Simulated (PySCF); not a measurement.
C3H4FNSi, SMILES [Si@H]1(F)C=CC=N1.

Coordinates come from a PBE-D3(BJ)/def2-SVP optimisation. The structure was generated by enumeration; whether it is a known compound was not checked.

Method: PySCF with PBE-D3(BJ)/def2-SVP.

Frequencies are harmonic and unscaled.

### Question
Give all harmonic wavenumbers and intensities. (An estimate is asked for; the answer gives what the named calculation found.)

### Answer

```csv
mode,ν (cm⁻¹),IR (km/mol),moving atoms (share of kinetic energy)
1,134,0.7,"F 37 %, C 27 %, Si 15 %, H 13 %, N 8 %"
2,219,3.6,"F 41 %, C 21 %, Si 15 %, H 14 %, N 9 %"
3,388,10.3,"C 42 %, F 20 %, N 16 %, Si 11 %, H 11 %"
4,440,3.5,"C 39 %, H 32 %, N 23 %"
5,493,31.0,"Si 41 %, C 27 %, N 20 %, H 11 %"
6,630,9.6,"C 48 %, Si 32 %, N 14 %"
7,685,41.6,"H 74 %, C 20 %"
8,704,12.0,"H 74 %, N 14 %, C 11 %"
9,722,44.7,"N 34 %, C 28 %, H 22 %, Si 12 %"
10,803,29.9,"H 78 %, F 16 %"
11,839,47.9,"C 39 %, H 34 %, N 15 %, Si 9 %"
12,901,174.0,"Si 34 %, F 27 %, C 16 %, H 16 %"
13,924,61.5,"C 58 %, H 27 %, Si 10 %"
14,936,31.9,"H 67 %, C 21 %"
15,975,0.8,"H 66 %, C 33 %"
16,1042,22.2,"H 85 %, C 11 %"
17,1255,11.9,"H 67 %, C 32 %"
18,1313,10.2,"H 74 %, C 18 %, N 9 %"
19,1531,34.1,"C 85 %, N 11 %"
20,1623,31.1,"C 65 %, N 29 %"
21,2206,100.9,H 97 %
22,2986,54.5,"H 92 %, C 8 %"
23,3092,15.1,"H 92 %, C 8 %"
24,3159,0.3,"H 91 %, C 9 %"
```
